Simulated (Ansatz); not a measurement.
Species: Ge$_{2}$ (charge 0, triplet). 
Structure (B3LYP-D3(BJ)/def2-TZVP (Ansatz, an electronic-structure program) minimum search):
```xyz
2

Ge     0.0000     0.0000    -1.2033
Ge     0.0000     0.0000     1.2033
```
Charge 0, spin multiplicity 3.

Basis-set convergence of Hartree-Fock and CCSD correlation energies (hartree) with Ansatz. Correlated levels leave the core frozen unless marked. Open shells are spin-unrestricted. Spin-orbit coupling is left out. Frozen are the shells of the preceding noble gas and the d and f shells that filled before the atom's block. No relativistic terms.

```
basis       functions        E(HF)  E(corr, CCSD)
----------  ---------  -----------  -------------
def2-SVP           64  -4150.16364       -0.14860
def2-TZVPP         96  -4150.69147       -0.17201
def2-QZVPP        178  -4150.77490       -0.17967
```

Extrapolating the two largest sets (X = 3 and 4) as X^-3: E(corr) = (64·(-0.17967) - 27·(-0.17201))/37 = -0.1853 Eh, an estimate of the basis-set limit. The largest set recovers 97.0 % of it, the smallest 80.2 %.
